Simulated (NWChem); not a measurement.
Everything below was run with NWChem. System: C2H5O, charge 0, spin multiplicity 2, at a geometry optimised with UPBE/def2-SVP. The structure started from a generated list of species. Its SCF solution wasn't tested for a lower state. Level: UM06-2X/def2-SVPD.

The NWChem input:

```
start mol
memory heap 200 mb stack 900 mb global 1100 mb
geometry units angstroms nocenter noautoz noautosym
  C     -1.210164    -0.172203     0.217464
  C      0.208872     0.210954     0.424152
  O      1.049928    -0.089785    -0.621338
  H     -1.791425    -0.032360     1.150241
  H     -1.716348     0.424419    -0.584580
  H     -1.293992    -1.238028    -0.087855
  H      0.471637     1.088519     1.045721
  H      1.938457     0.243221    -0.402519
end
basis spherical
  * library def2-svpd
end
dft
  xc m06-2x
  odft
  mult 2
  semidirect memsize 60000000 filesize 0
  iterations 100
  grid fine
end
task dft energy
```

Part of the output:

```
             Northwest Computational Chemistry Package (NWChem) 7.3.0
             --------------------------------------------------------

                                NWChem Input Module
                                -------------------

 Scaling coordinates for geometry "geometry" by  1.889725989
 (inverse scale =  0.529177249)

                             Geometry "geometry" -> ""
                             -------------------------

 Output coordinates in angstroms (scale by  1.889725989 to convert to a.u.)

  No.       Tag          Charge          X              Y              Z
 ---- ---------------- ---------- -------------- -------------- --------------
    1 C                    6.0000    -1.21016400    -0.17220300     0.21746400
    2 C                    6.0000     0.20887200     0.21095400     0.42415200
    3 O                    8.0000     1.04992800    -0.08978500    -0.62133800
    4 H                    1.0000    -1.79142500    -0.03236000     1.15024100
    5 H                    1.0000    -1.71634800     0.42441900    -0.58458000
    6 H                    1.0000    -1.29399200    -1.23802800    -0.08785500
    7 H                    1.0000     0.47163700     1.08851900     1.04572100
    8 H                    1.0000     1.93845700     0.24322100    -0.40251900

 Effective nuclear repulsion energy (a.u.)      74.5290628249

            Nuclear Dipole moment (a.u.)
            ----------------------------
        X                 Y               Z
 ---------------- ---------------- ----------------
     0.0000018897    -0.0000056692    -0.0000000000


 Summary of "ao basis" -> "" (spherical)
 ------------------------------------------------------------------------------
       Tag                 Description            Shells   Functions and Types
 ---------------- ------------------------------  ------  ---------------------
 *                         def2-svpd                  on all atoms

                                 NWChem DFT Module
                                 -----------------

 Summary of "ao basis" -> "ao basis" (spherical)
 ------------------------------------------------------------------------------
       Tag                 Description            Shells   Functions and Types
 ---------------- ------------------------------  ------  ---------------------
 C                         def2-svpd                 8       20   4s2p2d
 O                         def2-svpd                 9       23   4s3p2d
 H                         def2-svpd                 4        8   2s2p

 Summary of "ao basis" -> "ao basis" (spherical)
 ------------------------------------------------------------------------------
       Tag                 Description            Shells   Functions and Types
 ---------------- ------------------------------  ------  ---------------------
 C                         def2-svpd                 8       20   4s2p2d
 O                         def2-svpd                 9       23   4s3p2d
 H                         def2-svpd                 4        8   2s2p

            General Information
            -------------------
          SCF calculation type: DFT
          Wavefunction type:  spin polarized.
          No. of atoms     :     8
          No. of electrons :    25
           Alpha electrons :    13
            Beta electrons :    12
          Charge           :     0
          Spin multiplicity:     2
          Use of symmetry is: off; symmetry adaption is: off
          Maximum number of iterations: 100
[...]
              MO Center=  4.3D-01,  6.7D-02, -9.5D-02, r^2= 2.2D+00
   Bfn.  Coefficient  Atom+Function         Bfn.  Coefficient  Atom+Function
  ----- ------------  ---------------      ----- ------------  ---------------
    46      0.458422  3 O  py                49      0.316579  3 O  py
    88     -0.245359  7 H  s                 27     -0.193801  2 C  pz
     5      0.174544  1 C  px                 7      0.157334  1 C  pz
    25     -0.151268  2 C  px                72     -0.148748  5 H  s
     8      0.120737  1 C  px                96      0.117441  8 H  s

 Vector   13  Occ=0.000000D+00  E= 8.956196D-03
              MO Center=  3.7D-01, -5.0D-02,  7.0D-01, r^2= 3.8D+00
   Bfn.  Coefficient  Atom+Function         Bfn.  Coefficient  Atom+Function
  ----- ------------  ---------------      ----- ------------  ---------------
    24      2.984000  2 C  s                 44     -1.074501  3 O  s
    89     -1.067639  7 H  s                  3      0.836434  1 C  s
    65     -0.809459  4 H  s                 51      0.400577  3 O  px
    73     -0.370607  5 H  s                 53     -0.333757  3 O  pz
    26     -0.312960  2 C  py                81     -0.268470  6 H  s

 Vector   14  Occ=0.000000D+00  E= 3.140854D-02
              MO Center=  1.6D+00,  6.3D-01, -6.9D-02, r^2= 6.1D+00
   Bfn.  Coefficient  Atom+Function         Bfn.  Coefficient  Atom+Function
  ----- ------------  ---------------      ----- ------------  ---------------
    24      2.661844  2 C  s                 89     -1.918918  7 H  s
    97     -1.254647  8 H  s                 51      1.093997  3 O  px
    23      1.010292  2 C  s                  3      0.844991  1 C  s
    65     -0.724823  4 H  s                 81     -0.663243  6 H  s
    94      0.537562  7 H  py                 4      0.466098  1 C  s

 Vector   15  Occ=0.000000D+00  E= 5.852089D-02
              MO Center= -1.2D+00, -6.3D-02,  3.2D-01, r^2= 9.2D+00
   Bfn.  Coefficient  Atom+Function         Bfn.  Coefficient  Atom+Function
  ----- ------------  ---------------      ----- ------------  ---------------
     4      4.102834  1 C  s                  3      3.362932  1 C  s
    65     -2.522827  4 H  s                 81     -2.228515  6 H  s
    73     -1.889719  5 H  s                 44     -1.754520  3 O  s
    97      1.217374  8 H  s                 89     -0.996650  7 H  s
    86     -0.669867  6 H  py                71      0.652554  4 H  pz

   alpha - beta orbital overlaps
   -----------------------------

   alpha      1      2      3      4      5      6      7      8      9     10
    beta      1      2      3      4      5      6      7      9      8     10
 overlap   1.000  1.000  1.000  1.000  0.996  0.990  0.992  0.951  0.993  0.999

   alpha     11     12     13     14     15     16     17     18     19     20
    beta     11     12     13     14     15     16     17     18     19     20
 overlap   0.860  0.880  0.855  0.917  0.985  0.963  0.959  0.990  0.988  0.925

   alpha     21     22     23     24     25     26     27     28     29     30
    beta     21     22     23     24     25     26     27     28     29     30
 overlap   0.835  0.906  0.967  0.995  0.974  0.987  0.869  0.861  0.888  0.872

   alpha     31     32     33     34     35     36     37     38     39     40
    beta     31     32     33     34     35     36     37     38     39     40
 overlap   0.867  0.923  0.925  0.987  0.968  0.977  0.975  0.943  0.782  0.811

   alpha     41     42     43     44     45     46     47     48     49     50
    beta     41     42     43     44     46     45     47     48     49     50
 overlap   0.864  0.892  0.935  0.847  0.880  0.921  0.938  0.933  0.973  0.980

   alpha     51     52     53     54     55     56     57     58     59     60
    beta     51     52     53     54     55     56     57     58     59     60
 overlap   0.945  0.944  0.962  0.994  0.962  0.995  0.977  0.965  0.973  0.990

   alpha     61     62     63     64     65     66     67     68     69     70
    beta     62     61     63     64     65     66     67     68     69     70
 overlap   0.764  0.775  0.994  0.985  0.986  0.997  0.997  0.998  0.999  0.999

   alpha     71     72     73     74     75     76     77     78     79     80
    beta     71     72     73     74     75     76     77     78     79     80
 overlap   0.998  0.949  0.925  0.967  0.731  0.728  0.989  0.994  0.981  0.981

   alpha     81     82     83     84     85     86     87     88     89     90
    beta     81     82     83     84     85     86     87     88     89     90
 overlap   0.937  0.987  0.952  0.998  0.989  0.970  0.968  0.991  0.987  0.990

   alpha     91     92     93     94     95     96     97     98     99    100
    beta     91     92     93     94     95     96     97     98     99    100
 overlap   0.996  0.989  0.990  0.999  0.998  0.992  0.996  0.997  0.995  0.998

   alpha    101    102    103
    beta    101    102    103
 overlap   0.999  1.000  1.000

     --------------------------
     Expectation value of S2:
     --------------------------
      <S2> =      0.7548 (Exact =     0.7500)

 center of mass
 --------------
 x =   0.09935023 y =  -0.02020558 z =  -0.04653913

 moments of inertia (a.u.)
 ------------------
          56.493308767354         -12.421442652911          48.963777021806
         -12.421442652911         211.878169116871          -8.482612947390
          48.963777021806          -8.482612947390         183.915702276059

     Multipole analysis of the density
     ---------------------------------

     L   x y z        total         alpha         beta         nuclear
     -   - - -        -----         -----         ----         -------
     0   0 0 0     -0.000000    -13.000000    -12.000000     25.000000

     1   1 0 0      0.228649     -0.099908      0.328555      0.000002
     1   0 1 0      0.381102      0.131210      0.249897     -0.000006
     1   0 0 1      0.292936     -0.232987      0.525922     -0.000000

     2   2 0 0    -11.410396    -59.748816    -57.640282    105.978701
     2   1 1 0      1.282820     -4.001084     -4.275738      9.559642
     2   1 0 1      0.088152     13.153191     13.706988    -26.772027
     2   0 2 0    -14.664711    -14.209025    -12.837799     12.382114
     2   0 1 1      0.288966     -2.576678     -2.927661      5.793304
     2   0 0 2    -15.772995    -22.343740    -19.782713     26.353458

 Task  times  cpu:       16.9s     wall:       16.9s

 Total times  cpu:       16.9s     wall:       16.9s
```
